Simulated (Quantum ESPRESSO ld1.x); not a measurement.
The numbers below are computed, except where a source is named.
Task: These are the eigenvalues of the occupied orbitals of an atom or ion with whole-number occupations (Ry). Level of theory: Dirac Kohn-Sham, PBEsol, spin-unpolarised, spherical densities, point nucleus (ld1.x of Quantum ESPRESSO 7.5).

1s1/2: -6135.06
2s1/2: -1248.87
2p1/2: -1207.04
2p3/2: -1071.40
3s1/2: -439.587
3p1/2: -421.311
3p3/2: -389.885
3d3/2: -360.516
3d5/2: -353.632

Which element is it, and in what charge state? The configuration may be excited. Open shells, if any, fill j = l - 1/2 first.

Result: Z = 79, gold, charge +51: Au51+ in [Ar] 3d10. The list shows which subshells hold electrons but not how many an open one holds; the 1s level, -3067.5 hartree, gives Z - s = 78.3 by -(Z - s)^2/2, which with screening and relativity narrows Z to a few neighbours, and the depths of the outer levels then fix element, charge and occupations together.
